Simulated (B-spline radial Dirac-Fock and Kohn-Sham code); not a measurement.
These are calculated numbers from an atomic code on a B-spline grid; the model is Dirac-Fock ΔSCF + Breit + QED. Correlation energy is missing from these numbers.

Question: Identify the element and charge state from the binding energies below (tabulated ground configuration; the least bound level is included).

| level | binding energy (eV) |
| --- | --- |
| K | 56755.9 |
| L2 | 10060.8 |
| M4 | 2498.4 |
| M5 | 2459.0 |
| N1 | 1401.2 |
| N2 | 1307.9 |
| N4,5 | 1115.7 |

Answer: Ho³⁰⁺: Z = 67 with 37 electrons, [Kr] 4d1. The hydrogen-like estimate √(E/Ry) = 64.6 for the K level lies 2.4 below Z (screening lowers it, relativity raises it); the outermost level, at 1115.7 eV, fixes the charge.
